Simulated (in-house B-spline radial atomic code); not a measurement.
Inner levels of boron as electrons are removed. A shift is the extra binding of the orbital against the neutral atom ([He] 2s2 2p1). The density at the nucleus is averaged over the nuclear charge. Computed with an all-electron radial atomic-structure program (B-spline basis): Dirac-Hartree-Fock, average of the configuration, finite nuclei.

| ion | configuration | shift of 1s1/2 (eV) | radius of 1s1/2 (bohr) | Σ<r²> (bohr²) | change of density at nucleus (bohr⁻³) |
| --- | --- | --- | --- | --- | --- |
| B | [He] 2s2 2p1 | 0 | 0.32574 | 15.846 | - |
| B+ | [He] 2s2 | 13.349 | 0.32514 | 7.9319 | 0.71557 |
| B2+ | [He] 2s1 | 30.276 | 0.32508 | 3.4101 | -0.49868 |
| B3+ | 1s2 | 50.263 | 0.32436 | 0.28357 | -2.4776 |
| B4+ | 1s1 | 130.79 | 0.29987 | 0.11991 | -32.466 |
